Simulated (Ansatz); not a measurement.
C2H7AlO (SMILES [CH3][Al]([CH3])[OH]), singlet, at a GFN2-xTB geometry (such geometries of metal compounds can be far from the true shape), with bond 7-6 at 1.25 times its length; B3LYP/3-21G in Ansatz (a first-principles code).

The Ansatz input:
Ansatz 0.2 input:
```yaml
crystal:
  periodic: [false, false, false]
  atoms:
    - {symbol: Al, position_ang: [0.04367935, -0.01071840, 0.02948782]}
    - {symbol: C, position_ang: [-1.44752066, -1.34195573, 0.04740224]}
    - {symbol: H, position_ang: [-1.11874466, -2.31455965, -0.32848525]}
    - {symbol: H, position_ang: [-2.30192831, -1.03442102, -0.55700306]}
    - {symbol: H, position_ang: [-1.81385232, -1.51596260, 1.06270237]}
    - {symbol: C, position_ang: [0.01448756, 1.69360541, -1.01483942]}
    - {symbol: H, position_ang: [1.06903951, 1.76470611, -1.88117613]}
    - {symbol: H, position_ang: [0.09954629, 2.56465910, -0.35957311]}
    - {symbol: H, position_ang: [-0.89618418, 1.81920068, -1.60203496]}
    - {symbol: O, position_ang: [1.38167833, -0.33904782, 0.93276771]}
    - {symbol: H, position_ang: [2.14997442, -0.52757875, 1.45144254]}
basis:
  gaussian:
    orbitals: 3-21G.json
hamiltonian:
  xc: b3lyp
```
The basis file holds 3-21G in the JSON format of the Basis Set Exchange.

What does Ansatz print? Leave out banner, timings and long lists.


```
Functional definition: B3LYP
627 factors; integrals over basis functions are off by at most 1.0e-3 eV
mean field evaluation 1: about -10763.6600 eV, gradient 7.4e1 eV
mean field evaluation 2: about -10750.0735 eV, gradient 1.1e2 eV
mean field evaluation 4: about -10774.4794 eV, gradient 4.3e0 eV
mean field evaluation 8: about -10774.5444 eV, gradient 3.6e-1 eV
mean field evaluation 16: about -10774.5447 eV, gradient 1.7e-5 eV
mean field -10774.54468367 eV, -395.9572138763 hartree, gradient 1.7e-5 eV, S^2 0.000000; 0 other end points of the search recorded, 0 dependent functions left out
reference -10774.54493165 eV, -395.9572229894 hartree; 20, 20 occupied and 34, 34 virtual orbitals, 627 factors
Total energy: -10774.54493165 eV, -395.9572229894 hartree
```
